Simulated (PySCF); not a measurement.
(1R)-1-chloro-1-fluoro-2-methylpropane (C4H8ClF), SMILES F[C@H](Cl)C(C)C. Atoms are numbered in the order given.

```xyz
14

C     -0.4171     1.9316    -0.6315
C     -0.1519     0.4784    -0.9969
C     -1.4311    -0.3272    -1.1758
C      0.8000    -0.1773    -0.0127
F      1.1115    -1.4296    -0.4236
Cl     0.1060    -0.2791     1.6379
H     -0.9634     1.9996     0.3214
H      0.5173     2.5054    -0.5283
H     -1.0246     2.4167    -1.4093
H      0.4105     0.4538    -1.9491
H     -2.0482     0.1068    -1.9760
H     -2.0228    -0.3287    -0.2479
H     -1.2072    -1.3703    -1.4400
H      1.7341     0.3951     0.0973
```
Charge 0, spin multiplicity 1.

Coordinates come from a PBE0-D3(BJ)/def2-SVP optimisation. One conformer was computed; it need not be the lowest.

Computed with PBE0/def2-TZVP in PySCF.

Atomic charges (e):

| atom | Löwdin | IAO |
|---|---|---|
| C1 | -0.29 | … |
| C2 | -0.34 | -0.11 |
| C3 | -0.30 | … |
| C4 | -0.59 | 0.20 |
| F5 | 0.15 | … |
| Cl6 | 0.31 | … |
| H7 | 0.13 | 0.15 |
| H8 | 0.13 | 0.14 |
| H9 | 0.13 | 0.15 |
| H10 | 0.17 | … |
| H11 | 0.13 | 0.15 |
| H12 | 0.13 | 0.15 |
| H13 | 0.13 | 0.15 |
| H14 | 0.13 | 0.16 |

Problem. Complete the blanks. (An estimate is asked for; the answer gives what the named calculation found.)

Solution. 
- C1, IAO: -0.43
- C3, IAO: -0.43
- F5, IAO: -0.30
- Cl6, IAO: -0.11
- H10, IAO: 0.15

Problem. Give the Mayer and Wiberg (Löwdin basis) orders of the bonds. (An estimate is asked for; the answer gives what the named calculation found.)

Solution. 
| bond | Mayer | Wiberg |
|---|---|---|
| C1–C2 | 1.00 | 1.23 |
| C2–C3 | 1.00 | 1.23 |
| C2–C4 | 0.99 | 1.18 |
| C4–F5 | 1.06 | 1.72 |
| C4–Cl6 | 1.06 | 1.59 |
| C1–H7 | 0.96 | 0.89 |
| C1–H8 | 0.97 | 0.90 |
| C1–H9 | 0.96 | 0.89 |
| C2–H10 | 0.93 | 0.77 |
| C3–H11 | 0.97 | 0.90 |
| C3–H12 | 0.96 | 0.89 |
| C3–H13 | 0.97 | 0.90 |
| C4–H14 | 0.96 | 0.86 |
